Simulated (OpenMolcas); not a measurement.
**Pd4+: moving or changing the point charges**

Pd4+ among 4 point charges of -2.5 e arranged as a tetrahedron (Td), 2.21 Å from the ion.

```json
{
 "Program": "OpenMolcas 26.06",
 "Method": "CASSCF",
 "Basis": "ANO-RCC-VDZP [6s5p3d1f]",
 "Scalar Hamiltonian": "DKH2, point nucleus",
 "Active space": "6 electrons in 5 orbitals (4d)",
 "State averaging": "2S+1 = 5 even, 5 roots; 2S+1 = 3 even, 45 roots; 2S+1 = 1 even, 50 roots",
 "Spin-orbit coupling": "RASSI with atomic mean-field integrals over the reference wave functions"
}
```

Runs around this geometry, states (labels of Td). Energies in cm-1 above the lowest state or level, χT in cm3 K/mol.

```json
{"R (Å)": "2.21", "q (e)": "-1.25", "Ground state": "5E", "First state of that spin": "5T2 1031", "First gap with spin-orbit (degeneracies)": "79.6 (1, 3)", "χT at 300 K": "5.393", "First state of another spin": "3T1 21010"}
{"R (Å)": "2.01", "q (e)": "-2.5", "Ground state": "5E", "First state of that spin": "5T2 2847", "First gap with spin-orbit (degeneracies)": "144.1 (1, 3)", "χT at 300 K": "4.697", "First state of another spin": "3T1 20191"}
{"R (Å)": "2.21", "q (e)": "-2.5", "Ground state": "5E", "First state of that spin": "5T2 1891", "First gap with spin-orbit (degeneracies)": "120.1 (1, 3)", "χT at 300 K": "5.050", "First state of another spin": "3T1 20708"}
{"R (Å)": "2.46", "q (e)": "-2.5", "Ground state": "5E", "First state of that spin": "5T2 1168", "First gap with spin-orbit (degeneracies)": "87.6 (1, 3)", "χT at 300 K": "5.341", "First state of another spin": "3T1 20973"}
```

Taking the first state of the same spin as R^-n, n = -ln(1168 / 2847) / ln(2.46 / 2.01) = 4.4 between the shortest and longest distance.

Scaling the charges by -1.25 / -2.5 = 0.50 scales the first state of the same spin by 1031 / 1891 = 0.55; with fixed orbitals a first-order splitting would follow the charge.

An orbital doublet at a regular site is open to a Jahn-Teller distortion, which this geometry leaves out. Without dynamic correlation the repulsion within the d shell is too large (B by tens of per cent), so at a given field states of lower spin stand too high. Point charges give a weaker field than real ligands, and real ions of this kind are as a rule low spin; the high spin found here belongs to the model. The ground term spreads over less than 5000 cm-1, several times less than with real ligands, so orbital moments are less quenched and χT lies further from the spin-only value than at real sites. Spin-orbit coupling mixes the spin-free states strongly: the lowest level takes only 69 % from its leading state, 5E (figures for R = 2.21, q = -1.25; the like holds for R = 2.46, q = -2.5). Point charges carry no covalency, so the field is a model and not that of real ligands. A group larger than the point group allows holds several states that coincide in this model. No measured value stands beside these numbers.
